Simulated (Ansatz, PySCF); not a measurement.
arsenic trifluoride (AsF3), SMILES F[As](F)F.

Coordinates come from a B3LYP-D3(BJ)/def2-SVP optimisation.

Vertical ionisation energy (IE) and electron affinity (EA) in eV. Rows of orbital energies are one-electron estimates. Where ΔSCF, EOM or ADC give a negative EA the extra electron is unbound and the value depends on the basis.

| level | IE | EA |
|---|---|---|
| −ε(HOMO), −ε(LUMO), B3LYP/def2-TZVPD (PySCF) | 9.88 | 1.60 |
| −ε(HOMO), −ε(LUMO), PBE/def2-TZVPD (PySCF) | 8.62 | 2.15 |
| ΔSCF, PBE0/def2-SVPD (Ansatz), final states of multiplicity 2 and 2 | 12.79 | -0.75 |
| ΔSCF, PBE/def2-SVPD (Ansatz), final states of multiplicity 2 and 2 | 12.43 | -0.82 |

Problem. What vertical singlet–triplet gap does ΔSCF give with PBE0/def2-SVPD (Ansatz, an electronic-structure program) and with PBE/def2-SVPD (Ansatz)? (An estimate is asked for; the answer gives what the named calculation found.)

Solution. 5.97 and 5.88 eV (triplet above singlet where positive).
